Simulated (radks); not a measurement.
Spherical jellium clusters: N electrons in a uniform positive sphere of charge N and radius rs N^(1/3), rs = 2.98 bohr. Calculated with a radial shooting solver with Libxc functionals: non-relativistic Kohn-Sham, PBE, spin-polarised, spherical densities. Levels are named by radial order and angular momentum (1s, 1p, 1d, 2s, ...), and open shells are averaged over m.

N = 27, configuration 1s2 1p6 1d10 2s2 1f(up 7, down 0). This is the lowest configuration that the search found. Occupied levels:

level    occupation  eigenvalue (eV)  <r> (bohr)
1s up             1          -7.6346       5.486
1s down           1          -7.4490       5.035
1p up             3          -6.4657       6.533
1p down           3          -6.0623       6.210
1d up             5          -5.0070       7.254
1d down           5          -4.4489       7.060
2s up             1          -4.3422       5.932
2s down           1          -3.9968       6.133
1f up             7          -3.3082       7.893

Energy (eV): total -43.6171, kinetic 82.068, external -2610.5, Hartree 1281.8, exchange-correlation -128.29, background 1331.3.
